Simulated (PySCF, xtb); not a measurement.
CuF, SMILES [Cu][F], multiplicity 1.

Harmonic wavenumbers (cm⁻¹) from GFN2-xTB (xtb) at its own minimum, in rising order: 507.

Question: What does PBE0-D3(BJ)/def2-TZVPD in PySCF give at its own minimum? (Estimate from the structure and the level; the computed values follow.)

Answer: 593. Paired by order, the mean absolute difference is 87 cm⁻¹ and the zero-point energies are 0.7 and 0.8 kcal/mol.
